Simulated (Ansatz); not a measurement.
Strength of the Si–Si bond: SiH(CH3)2(SiH3) → SiH(CH3)2 + SiH3

Gas-phase species: SiH(CH3)2(SiH3), singlet; SiH(CH3)2, doublet; SiH3 (silyl radical) `[SiH3]`, doublet. 

Shapes, held fixed at every level: PBE0-D4/def2-TZVP. Programs: Ansatz 0.2.0. The zero-point and thermal change to 298 K, harmonic and unscaled (PBE0-D4/def2-TZVP), is -10.4 kJ/mol.

| level | kind | ΔH(298 K) (kJ/mol) | less CCSD(T)/CBS estimate |
| --- | --- | --- | --- |
| MP2/def2-TZVPP | perturbation theory | +317.5 | -10.8 |
| PBE-D4/def2-TZVPP | GGA | +311.7 | -16.6 |
| B3LYP-D4/def2-TZVPP | global hybrid | +310.0 | -18.3 |
| BHLYP-D4/def2-TZVPP | global hybrid | +313.1 | -15.2 |
| PBE0-D4/def2-TZVPP | global hybrid | +314.1 | -14.2 |
| wB97M-V/def2-TZVPP | range-separated hybrid | +329.9 | +1.6 |
| CCSD(T)/def2-SVP | coupled cluster or CI | +301.1 | -27.2 |
| CCSD(T)/CBS estimate | coupled cluster or CI | +328.3 | 0.0 |

The highest level, CCSD(T)/CBS estimate, gives ΔH(298 K) = +328.3 kJ/mol; the levels span +301.1 to +329.9. The column of differences is taken from that level and isn't an error. No measured value is set beside it here. Open shells run unrestricted. The CBS estimate extrapolates MP2 from def2-TZVPP and def2-QZVPP and adds CCSD(T) − MP2 in the triple-zeta set, cores frozen.
